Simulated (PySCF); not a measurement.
`N1(C)BC=CC=C1`, C₅H₈BN

Geometry:
| atom | x (Å) | y (Å) | z (Å) |
| --- | --- | --- | --- |
| C1 | -2.183 | -0.329 | 0.031 |
| N2 | -0.732 | -0.259 | 0.000 |
| B3 | 0.090 | -1.418 | 0.233 |
| C4 | 1.586 | -1.201 | 0.171 |
| C5 | 2.061 | 0.061 | -0.099 |
| C6 | 1.175 | 1.148 | -0.316 |
| C7 | -0.179 | 0.957 | -0.261 |
| H8 | -2.489 | -1.357 | 0.254 |
| H9 | -2.594 | 0.336 | 0.806 |
| H10 | -2.614 | -0.038 | -0.940 |
| H11 | -0.473 | -2.464 | 0.458 |
| H12 | 2.310 | -2.006 | 0.331 |
| H13 | 3.137 | 0.260 | -0.152 |
| H14 | 1.558 | 2.148 | -0.529 |
| H15 | -0.875 | 1.785 | -0.426 |

Method: quadratic response CAM-B3LYP/aug-cc-pVDZ first hyperpolarisability, Taylor convention, gas phase in PySCF. Geometry: PBE0-D3(BJ)/def2-SVP.

(1) Give the tensor of the second harmonic β(−2ω;ω,ω) at 1064 nm in the axes of these coordinates.

Answers

(1) In au, Taylor convention; rows are the first index (the induced dipole):
|  | xx | yy | zz | xy | xz | yz |
| --- | --- | --- | --- | --- | --- | --- |
| x | -21.0 | -13.6 | -16.2 | -9.3 | +1.9 | -0.5 |
| y | +2.8 | +109.0 | +9.7 | -7.1 | -1.8 | -21.9 |
| z | -0.6 | -23.0 | -1.1 | -1.7 | -15.3 | +4.1 |

Norm of βᵢ = ⅓ Σⱼ (βᵢⱼⱼ + βⱼᵢⱼ + βⱼⱼᵢ): 121.0 au, hyper-Rayleigh value 51.6 au.
